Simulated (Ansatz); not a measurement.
Reaction (redistribution): `B[N](C)[GeH3]` + `F[CH]([SiH3])[GeH3]` → `B[CH](F)[GeH3]` + `C[N]([SiH3])[GeH3]`

Computed with Ansatz on PBE0-D4/def2-TZVP structures; ΔE is electronic, products minus reactants. CCSD(T)/CBS adds triple-zeta CCSD(T) − MP2 to the extrapolated MP2 energy (def2 sets, frozen cores). For Ge outer-core shells are correlated without core-valence functions, which leaves a few kJ/mol of doubt a bond. Scalar relativity is left out up to krypton.

```tsv
species	MP2/def2-QZVPP energy (Eh)
`B[N](C)[GeH3]`	-2198.19935
`F[CH]([SiH3])[GeH3]`	-2506.90049
`B[CH](F)[GeH3]`	-2242.01811
`C[N]([SiH3])[GeH3]`	-2463.05730
```

Q: Work out ΔE.

A: ΔE = (-2242.01811) + (-2463.05730) − (-2198.19935) − (-2506.90049) = 0.02443 Eh = +15.3 kcal/mol. CCSD(T)/CBS gives +16.1 kcal/mol.

Largest T1 diagnostic among the species: 0.013.
